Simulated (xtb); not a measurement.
OS (SMILES O=S), triplet, at a GFN2-xTB geometry. Base run: xtb with GFN2-xTB.

Geometry (Å):
```xyz
2

O      0.0000     0.0000    -0.9780
S      0.0000     0.0000     0.4890
```
Charge 0, spin multiplicity 3.
All else is at xtb's defaults.
Base energy -7.23498 Eh.

The base run was repeated with changes; each row names its change, and settings that it needs were set with it.

```json
[
 {"change": "base", "ΔE vs base (mEh)": "0.000", "dipole (D)": "1.83", "G_solv (kcal/mol)": "-", "SCF cycles": "10"},
 {"change": "acc = 1000", "ΔE vs base (mEh)": "0.026", "dipole (D)": "1.77", "G_solv (kcal/mol)": "-", "SCF cycles": "5"},
 {"change": "etemp = 5000", "ΔE vs base (mEh)": "-0.550", "dipole (D)": "1.80", "G_solv (kcal/mol)": "-", "SCF cycles": "10"},
 {"change": "alpb = ch2cl2", "ΔE vs base (mEh)": "-5.415", "dipole (D)": "2.05", "G_solv (kcal/mol)": "-3.68", "SCF cycles": "10"},
 {"change": "gbsa = acetonitrile", "ΔE vs base (mEh)": "-5.371", "dipole (D)": "2.07", "G_solv (kcal/mol)": "-3.70", "SCF cycles": "10"},
 {"change": "etemp = 3000", "ΔE vs base (mEh)": "-0.010", "dipole (D)": "1.83", "G_solv (kcal/mol)": "-", "SCF cycles": "10"},
 {"change": "etemp = 1000", "ΔE vs base (mEh)": "0.000", "dipole (D)": "1.83", "G_solv (kcal/mol)": "-", "SCF cycles": "10"},
 {"change": "file = coord", "ΔE vs base (mEh)": "0.000", "dipole (D)": "1.83", "G_solv (kcal/mol)": "-", "SCF cycles": "10"},
 {"change": "gbsa = thf", "ΔE vs base (mEh)": "-3.260", "dipole (D)": "2.07", "G_solv (kcal/mol)": "-2.38", "SCF cycles": "10"}
]
```

ALPB and GBSA are two models with their own fitted parameters for each solvent, which aren't always the measured dielectric constant.
